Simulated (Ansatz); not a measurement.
The same path of BCl2HO + H2S (8 atoms, charge 0, multiplicity 1) was run twice with different band settings. Lost on the way: S6–H8. Made: B1–S6, O2–H8.

These are results of RKS B3LYP-D4/cc-pVDZ in Ansatz, not measurements.

Relaxed end points:

```xyz
8
Properties=species:S:1:pos:R:3
B -0.067 -0.441 0.199
O -0.545 -0.933 1.352
H -1.499 -0.796 1.450
Cl 1.670 -0.576 -0.118
Cl -1.132 0.261 -1.045
S 0.438 2.623 1.663
H 0.951 2.770 0.415
H 1.510 1.899 2.076
```

```xyz
8
Properties=species:S:1:pos:R:3
B 0.191 0.545 0.153
O -0.041 -0.133 1.729
H -0.799 -0.747 1.685
Cl 1.604 -0.387 -0.494
Cl -1.428 0.192 -0.649
S 0.403 2.381 0.502
H 1.726 2.322 0.804
H -0.330 0.635 2.262
```

Common settings: spring 5.0 eV/Å²; optimiser quadratic models (default); start path through a guess of the saddle point; force threshold 0.05 eV/Å; iteration limit 60; end points relaxed.

| run | movable images | climbing image |
| --- | --- | --- |
| 1 | 5 | yes |
| 2 | 8 | no |

Question: What does each run give, and how far can it be trusted?

Answer: Run 1: converged after 23 iterations, highest image 1.179 eV above the first end. A vibrational analysis at the climbing image gives one clearly imaginary mode, 1198i cm⁻¹: a first-order saddle point.
Run 2: converged after 19 iterations, highest image 1.132 eV above the first end. No image climbed, so the highest image needn't sit at the top of the path.
The orbitals stay closed-shell, which can raise the energy where a bond breaks towards radicals; this wasn't checked here.
